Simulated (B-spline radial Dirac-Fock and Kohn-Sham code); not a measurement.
The Kα1 (K-L3) line from Zn to Zr

Level of theory: relaxed Dirac-Fock hole states (ΔSCF) with Breit and QED corrections and a finite nucleus; a radial finite-basis atomic code. Free neutral atoms. Electron correlation is not included.

```tsv
Z	element	energy (eV)	wavelength (Å)
30	Zn	8638.1	1.4353
31	Ga	9250.9	1.3402
32	Ge	9885.6	1.2542
33	As	10542.4	1.1761
36	Kr	12646.8	0.98036
37	Rb	13393.7	0.92569
38	Sr	14163.5	0.87538
40	Zr	15773.4	0.78603
```

Q: How well does Moseley's law, √E linear in Z, describe these energies?

A: A straight-line fit gives √(E/eV) = 3.2637·(Z − 1.53). The slope squared is 0.7829 Ry, against 0.7500 Ry for a hydrogen-like ion. The residuals, fit less computed, are Zn -6.3, Ga -2.0, Ge +1.7, As +4.6, Kr +7.2, Rb +5.2, Sr +1.6, Zr -12.0 eV.
